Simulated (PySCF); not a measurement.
TPSSh on F⁻ (fluorine, charge -1), [Ne], closed-shell 1S. All numbers are calculated (PySCF 2.14, scalar relativity by spin-free X2C-1e, in aug-cc-pCVTZ-DK with one added diffuse shell each of s, p, d, f type (8s7p5d3f, 75 functions)).

```
cycle= 1 E= -99.9643848908272  delta_E= -0.00207  |g|= 0.125  |ddm|= 0.267
cycle= 2 E= -99.938801813273  delta_E= 0.0256  |g|= 0.322  |ddm|= 0.377
cycle= 3 E= -99.970426220958  delta_E= -0.0316  |g|= 0.0421  |ddm|= 0.235
cycle= 4 E= -99.9711195744778  delta_E= -0.000693  |g|= 0.000325  |ddm|= 0.0376
cycle= 5 E= -99.9711196049918  delta_E= -3.05e-08  |g|= 8.59e-05  |ddm|= 0.000451
cycle= 6 E= -99.9711196078281  delta_E= -2.84e-09  |g|= 3.05e-06  |ddm|= 7.24e-05
cycle= 7 E= -99.9711196078325  delta_E= -4.38e-12  |g|= 3.84e-08  |ddm|= 5.82e-06
converged SCF energy = -99.9711196078325  <S^2> = -4.4408921e-15  2S+1 = 1
```

Highest occupied orbital energy: 0.745 eV; ⟨L²⟩ = 0.00; populations by l: s 4.00, p 6.00, d 0.00, f 0.00.

**Question.** Can this result be used?

**Answer.** With care. The calculation finished and met its thresholds. At TPSSh the highest occupied level has a positive energy, so only the finite basis holds that electron; in a semilocal or global hybrid functional this comes from self-interaction and does not mean that the real anion is unbound.
